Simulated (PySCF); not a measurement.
C4H8O3Si.
SMILES: `CC(=O)C(=O)C[SiH2]O`

Vertical excitations from PySCF (density fitting, frozen core in the response, grid level 2 and gas phase unless stated; continuum runs use non-equilibrium linear response for the excitations) on a GFN2-xTB geometry. Reference run:

```csv
settings,"S1, eV (f)","S2, eV (f)","S3, eV (f)","S4, eV (f)","S5, eV (f)","S6, eV (f)","T1, eV (Tamm–Dancoff)",mean α (au)
"PBE0/def2-SVPD, full TDDFT, 6 singlets",3.05 (0.001),4.77 (0.006),5.15 (0.000),5.48 (0.056),5.81 (0.027),6.75 (0.001),2.50,82.1
```

Problem. What do these settings give: revPBE/def2-SVPD, full TDDFT, 6 singlets?

Solution. 
| settings | S1, eV (f) | S2, eV (f) | S3, eV (f) | S4, eV (f) | S5, eV (f) | S6, eV (f) | T1, eV (Tamm–Dancoff) | mean α (au) |
| --- | --- | --- | --- | --- | --- | --- | --- | --- |
| revPBE/def2-SVPD, full TDDFT, 6 singlets | 2.62 (0.000) | 3.71 (0.001) | 4.16 (0.016) | 4.65 (0.033) | 4.77 (0.001) | 5.60 (0.005) | – | 86.5 |

S1 moves by -0.43 eV (revPBE has no exact exchange, PBE0 25 % exact exchange). States are counted by energy in each run and needn't keep their character from row to row.

Problem. Which orbital pairs make up S1 in each run, and how does it sit against the orbital gap?

Solution. 
```
                                settings  S1 configurations (weight)  S1 (eV)  orbital gap (eV)  S1 − gap (eV)
  PBE0/def2-SVPD, full TDDFT, 6 singlets                    H→L 0.98     3.05              4.99          -1.94
revPBE/def2-SVPD, full TDDFT, 6 singlets                    H→L 1.00     2.62              2.41          +0.21
```

The values belong to the conformer `[CH3:1][C:2](=[O:3])[C:4](=[O:5])[CH2:6][SiH2:7][OH:8]`: C1–C2–C4–O5 -40°, C2–C4–C6–Si7 88°, C4–C6–Si7–O8 -64°, H–O8–Si7–C6 10°.
